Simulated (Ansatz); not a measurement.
octasulfur (S$_{8}$), singlet, at a GFN2-xTB geometry; Ansatz (an electronic-structure program) with R2SCAN/STO-3G.

Input for Ansatz:
Ansatz 0.2 input:
```yaml
crystal:
  periodic: [false, false, false]
  atoms:
    - {symbol: S, position_ang: [1.75411790, -1.78962887, 0.07332880]}
    - {symbol: S, position_ang: [1.52958456, -0.06385551, 1.13564303]}
    - {symbol: S, position_ang: [1.91565693, 1.61650911, 0.04727578]}
    - {symbol: S, position_ang: [0.12771566, 2.07563782, -0.95606029]}
    - {symbol: S, position_ang: [-1.36295301, 1.78306853, 0.41879447]}
    - {symbol: S, position_ang: [-2.36887737, 0.11051203, -0.23977795]}
    - {symbol: S, position_ang: [-1.52527058, -1.63948521, 0.44497305]}
    - {symbol: S, position_ang: [-0.06997411, -2.09275791, -0.92417688]}
basis:
  gaussian:
    orbitals: STO-3G
hamiltonian:
  xc: r2scan
scf: {lower_state_search: light}
```

It wrote (shortened):

```
Functional definition: r2SCAN
794 factors; integrals over basis functions are off by at most 1.2e-5 eV
mean field evaluation 1: about -85720.4436 eV, gradient 1.0e1 eV
mean field evaluation 2: about -85721.0476 eV, gradient 5.5e0 eV
mean field evaluation 4: about -85721.1962 eV, gradient 2.5e-1 eV
mean field evaluation 8: about -85721.1464 eV, gradient 1.4e-2 eV
mean field evaluation 16: about -85721.1464 eV, gradient 2.6e-6 eV
mean field -85721.14640161 eV, -3150.1940263793 hartree, gradient 2.6e-6 eV, S^2 0.000000; 0 other end points of the search recorded, 0 dependent functions left out
reference -85721.14640677 eV, -3150.1940265689 hartree; 64, 64 occupied and 8, 8 virtual orbitals, 794 factors
Total energy: -85721.14640677 eV, -3150.1940265689 hartree
```
